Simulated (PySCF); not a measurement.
## TaH₄ + 2 Cl₂ → TaHCl + 3 HCl

Level: PBE0 in the def2-TZVP basis family, computed in PySCF with density fitting; scalar-relativistic core potentials for atoms from Rb on, none lighter, no spin–orbit coupling; open shells unrestricted.

```csv
species,state and structure,E (Eh),ZPE (kJ/mol),H(298 K) − H(0) (kJ/mol),S° (J/(mol K))
TaH₄,"doublet, D2d, Ta–H 1.771 Å (×4); H–Ta–H 106.3° (×2), H–Ta–H 111.1° (×4)",-59.26844,61.2,12.5,255.0
Cl₂,"singlet, D∞h, Cl–Cl 1.982 Å",-920.08940,3.5,9.1,222.5
TaHCl,"quartet, Cs, Ta–Cl 2.282 Å, Ta–H 1.801 Å; Cl–Ta–H 132.0°",-517.60637,15.3,11.7,289.2
HCl,"singlet, C∞v, H–Cl 1.279 Å",-460.66440,17.9,8.7,186.6
```

(1) What is the electronic reaction energy?

(2) Add zero-point, thermal and entropy terms for 298.15 K and 1 bar.

Results:

(1) At PBE0/def2-TZVP, ΔE = -399.9 kJ/mol from the differences of the total energies times 2625.5, downhill. 

(2) ΔZPE = 0.8 and Δ[H(298) − H(0)] = 7.1 kJ/mol give ΔH° = -392.0 kJ/mol. ΔS° = 149.0 J/(mol K), so ΔG° = -392.0 − 298.15 × (0.1490) = -436 kJ/mol.

Spin–orbit coupling can matter for TaH₄, TaHCl and is left out. Open d or f shells are single determinants, so the state found may not be the ground state. Only the bonding shown was studied: isomers, or loss of a ligand pair, can lie lower.
